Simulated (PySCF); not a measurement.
Si(H)(F)(Br)(NH2) (BrFH₃NSi), SMILES N[SiH](F)Br. Atoms are numbered in the order given.

```xyz
7

Si     0.3191    -0.9064     0.3256
N      2.0039    -0.7394     0.2142
F     -0.3289    -1.8816    -0.7979
Br    -0.5868     1.0817    -0.0172
H     -0.0683    -1.4662     1.6373
H      2.6319    -1.4527     0.5660
H      2.4397    -0.1416    -0.4779
```
Charge 0, spin multiplicity 1.

Geometry: PBE0-D3(BJ)/def2-SVP. This is a generated structure with no PubChem entry under its InChIKey; it may be hypothetical. One conformer was computed; it need not be the lowest.

Method: PBE/def2-TZVP (PySCF).

The molecule is in vacuum.

* **total energy**: -3019.57850 hartree
* **highest occupied level**: -6.77 eV
* **lowest empty level**: -0.39 eV
* **orbital gap**: 6.38 eV
* **dipole moment**: 2.50 D
* **quadrupole, principal values (traceless, Buckingham form, about the centre of nuclear charge)**: -9.68, 1.12, 8.56 D·Å
* **mean static polarisability**: 51.4 bohr³ (7.62 Å³)
* **polarisability, principal values**: 42.9, 48.4, 62.8 bohr³
